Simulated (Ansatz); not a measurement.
The cluster Pb₂O₃, relaxed as a singlet with RKS PBE-D4/def2-SVP in Ansatz, starting from the GFN1-xTB geometry. Force threshold 0.02 eV/Å.

In the def2 sets Pb takes a core potential; there is no spin–orbit coupling. The structure comes from a short search, and lower isomers may exist.

Start:

Cartesian coordinates in Å:
```
Pb -1.1618 -1.4860 -0.7913
Pb 1.1551 1.8551 0.7808
O -0.9247 -0.3736 -2.3705
O 0.5576 -0.1871 0.4921
O 0.3738 0.1916 1.8890
```

```csv
step,energy (eV),largest force component (eV/Å),SCF passes
1,-16625.7188,1.771,54
2,-16625.8851,0.432,31
3,-16626.0656,0.748,30
4,-16626.3598,0.895,30
5,-16626.7843,1.018,29
6,-16627.3463,1.271,27
7,-16627.8824,0.866,28
8,-16628.2313,1.007,28
9,-16628.5050,0.733,28
10,-16628.5285,1.001,28
11,-16628.6026,0.025,24
12,-16628.6026,0.010,25
```

Force components are those of the run's own axes.

End:

Cartesian coordinates in Å:
```
Pb -0.967 -1.319 -0.392
Pb 0.744 1.495 -0.202
O -0.577 0.454 -1.533
O 0.993 -0.653 0.740
O -0.192 0.023 1.386
```

Bonds formed: Pb1–O5, Pb2–O3 (atoms count from 1). Metal–metal contacts that move far: Pb1–Pb2 4.36 to 3.30 Å. The end is the same structure that another start reached, the lowest one found.

No frequencies were taken in this run, so the end may be a saddle point.

Run time 7.5 s (4 threads of Arm Neoverse V2 on a shared host).
